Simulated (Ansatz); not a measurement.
CH5FN2OSi can be A, `N=C[Si](N)(O)F`, or B, `N[Si@@H]1N[C@@]1(O)F`.

Gas-phase electronic energies from Ansatz, PBE0-D4/def2-TZVP geometries. CCSD(T)/CBS adds triple-zeta CCSD(T) − MP2 to the extrapolated MP2 energy (def2 sets, frozen cores). Functionals use def2-TZVPP. B3LYP here is the variant with VWN-RPA as its local correlation; programs differ in this. Each species was taken in one conformer, which may not be the lowest.

(1) Which isomer does CCSD(T)/CBS put lower? Give the gap. (Estimate.)

(2) Give E(B) − E(A) in kJ/mol with ωB97M-V, PBE0-D4, MP2/def2-TZVPP, CCSD/def2-TZVPP, HF/def2-TZVPP, CCSD(T)/def2-TZVPP, B3LYP-D4. (Best estimate.)

Largest T1 diagnostic: 0.012.

Results:

(1) Ansatz gave: A, by 381.8 kJ/mol.

(2) Computed: ωB97M-V 362.2, PBE0-D4 342.0, MP2/def2-TZVPP 381.5, CCSD/def2-TZVPP 384.3, HF/def2-TZVPP 402.9, CCSD(T)/def2-TZVPP 381.1, B3LYP-D4 369.7. None reverses the order clearly.

From PBE to PBE0 (25 % exact exchange), in def2-TZVPP and without D4, E(B) − E(A) moves by +9.1 kJ/mol. In def2-TZVPP, CCSD(T) changes the Hartree–Fock value by −21.9 kJ/mol (the triples alone add −3.3 kJ/mol) and MP2 by −21.4 kJ/mol.
